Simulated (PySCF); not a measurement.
**Ionising BeGe**

ROHF-SCS-MP2; basis Be 6-31G(d,p), Ge 6-31G(d,p); no relativity; PySCF 2.14. Neutral (ROHF): triplet (π ↑↑), Re = 2.186 Å, ωe = 513 cm⁻¹, De = 0.95 eV.

BeGe⁺ (UHF): doublet (π ↑), Re = 2.386 Å, ωe = 368 cm⁻¹, De = 1.50 eV to Be + Ge⁺. The energies at the minima are -2089.85640 hartree for BeGe and -2089.59550 for BeGe⁺.

Task: Work out the adiabatic ionisation energy, without and with harmonic zero-point energies (1 hartree = 27.2114 eV, 1 eV = 8065.5 cm⁻¹), and the change of the bond length.

Result: At SCS-MP2: 0.26090 hartree = 7.099 eV between the minima; the zero-point term (368.0 − 513.0)/2 cm⁻¹ = -0.009 eV makes it 7.090 eV. Re changes by +20.0 pm against the neutral. The electron leaves a π orbital, and the longer bond of the ion fits a bonding orbital, or a change in how ionic the bond is.

Correlated steps freeze 9 core orbitals. UHF and ROHF references stand side by side, which adds small steps between rows. Correlated levels converge slowly with the basis: in double zeta they bind strong bonds too weakly, by up to about 1 eV, and carry superposition errors of some tenths. Spin–orbit coupling is left out. For an ion De counts to the pair picked by the measured ionisation energies or electron affinities, which need not be the lowest pair at this level. States were picked by a PBE0 search and need not be the measured ground states.

Neutral and ion stand on different kinds of reference determinant, which adds to the error of the difference.
